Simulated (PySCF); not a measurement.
# Potassium: highly charged ions in a basis for the neutral atom

K¹⁰⁺ [He] 2s2 2p5, K¹¹⁺ [He] 2s2 2p4. Calculation: PySCF 2.14, in Sapporo-DKH3-DZP-2012; scalar relativity by spin-free X2C-1e. No spin-orbit coupling, so a gap to NIST mixes the basis error with missing relativistic terms.

Changed run: basis of the neutral atom used for a highly charged ion. This setting is unsound on purpose.

```json
{"species": "K¹⁰⁺", "method": "UHF", "sound run (hartree)": "not run", "changed run (hartree)": "-554.85654", "converged": "yes"}
{"species": "K¹⁰⁺", "method": "PBE", "sound run (hartree)": "not run", "changed run (hartree)": "-555.00072", "converged": "yes"}
{"species": "K¹⁰⁺", "method": "LDA", "sound run (hartree)": "not run", "changed run (hartree)": "-553.42560", "converged": "yes"}
{"species": "K¹¹⁺", "method": "UHF", "sound run (hartree)": "not run", "changed run (hartree)": "-534.00151", "converged": "yes"}
{"species": "K¹¹⁺", "method": "PBE", "sound run (hartree)": "not run", "changed run (hartree)": "-534.09424", "converged": "yes"}
{"species": "K¹¹⁺", "method": "LDA", "sound run (hartree)": "not run", "changed run (hartree)": "-532.52623", "converged": "yes"}
```

Ionisation energy of K¹⁰⁺:

| method | changed run (eV) | NIST (eV) |
| --- | --- | --- |
| UHF | 567.49 | 565.6 ± 0.7 |
| PBE | 568.89 | 565.6 ± 0.7 |
| LDA | 568.70 | 565.6 ± 0.7 |

The contracted functions were made for the neutral atom and can be too rigid for a highly charged ion.
